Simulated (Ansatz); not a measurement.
Frontier orbitals of F₃HOSn (`[OH][Sn]([F])([F])[F]`).

Charge 0, multiplicity 1. Correlated methods include outer-core shells of Sn, which these sets cover unevenly. Sn takes the def2 core potential. All single points use the PBE0-D4/def2-TZVP geometry. It is one conformer, not always the lowest. Basis def2-TZVPP, Ansatz.

```tsv
functional	HOMO (eV)	LUMO (eV)
CAM-B3LYP	-12.04	-2.05
```

**Question.** Give HOMO and LUMO (eV) with LDA (SPW92), PBE, revPBE, BLYP, r2SCAN, B97M-V, PBE0, B3LYP, r2SCANh, r2SCAN0, HSE06 (plane-wave form), BHLYP, LC-ωPBE, ωB97X-V, ωB97M-V, HF. (Best estimate.)

**Answer.** Ansatz gave: 
| functional | HOMO | LUMO |
| --- | --- | --- |
| LDA (SPW92) | -8.89 | -4.44 |
| PBE | -8.62 | -4.02 |
| revPBE | -8.53 | -3.85 |
| BLYP | -8.54 | -4.02 |
| r2SCAN | -9.07 | -3.78 |
| B97M-V | -9.12 | -3.81 |
| PBE0 | -10.48 | -3.02 |
| B3LYP | -10.19 | -3.42 |
| r2SCANh | -9.76 | -3.42 |
| r2SCAN0 | -10.80 | -2.88 |
| HSE06 (plane-wave form) | -10.06 | -3.40 |
| BHLYP | -12.28 | -2.07 |
| LC-ωPBE | -13.41 | -0.59 |
| ωB97X-V | -13.04 | -0.75 |
| ωB97M-V | -12.98 | -0.89 |
| HF | -15.16 | 0.84 |

B3LYP here is the variant with VWN-RPA as its local correlation; programs differ in this. LC-ωPBE has ω = 0.4 bohr⁻¹.
